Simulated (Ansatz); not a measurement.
Ansatz (a first-principles code) input:

Ansatz 0.2 input:
```yaml
crystal:
  periodic: [false, false, false]
  atoms:
    - {symbol: In, position_ang: [0.04760672, 0.00975966, 0.01744347]}
    - {symbol: H, position_ang: [-0.91292311, -1.59288608, -0.36161747]}
    - {symbol: H, position_ang: [-1.41980597, 1.11466267, -0.49311259]}
basis:
  gaussian:
    orbitals: def2-TZVP
hamiltonian:
  xc: b3lyp
  dispersion: d3bj
total_charge: -1
phonons: {temperatures: {t_min: 298.15, t_max: 298.15, t_step: 100}}
```

**Question.** Predict the final energy.

**Answer.** -191.40048 Eh (B3LYP-D3(BJ)/def2-TZVP). The basis has 62 functions.
